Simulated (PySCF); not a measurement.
Ge(SH)4, SMILES [SH][Ge]([SH])([SH])[SH], singlet (CAM-B3LYP/def2-SVP optimised geometry):

```
9

S     -1.636     0.860     0.000
Ge    -0.684    -1.146     0.000
S     -1.319    -2.150    -1.877
S      1.537    -1.146     0.000
S     -1.318    -2.150     1.877
H     -1.264     1.146    -1.266
H     -0.482    -3.198    -1.716
H      1.636    -0.697     1.270
H     -2.623    -1.840     1.720
```

Computed with CAM-B3LYP/def2-TZVP (PySCF).

What are the frontier orbital energies and the dipole moment?

HOMO-2 -9.19 eV, HOMO-1 -8.92 eV, HOMO -8.92 eV, LUMO -0.37 eV, LUMO+1 0.93 eV; dipole moment 0.00 D.

On the same geometry PySCF 2.14.0 with PBE/def2-TZVP gives HOMO-2 -6.70 eV, HOMO-1 -6.38 eV, HOMO -6.38 eV, LUMO -2.31 eV, LUMO+1 -0.85 eV; dipole moment 0.00 D.

Meta-Löwdin charges at CAM-B3LYP/def2-TZVP: S1 -0.28, Ge2 0.67, S3 -0.28, S4 -0.28, S5 -0.28, H6 0.11, H7 0.11, H8 0.11, H9 0.11.
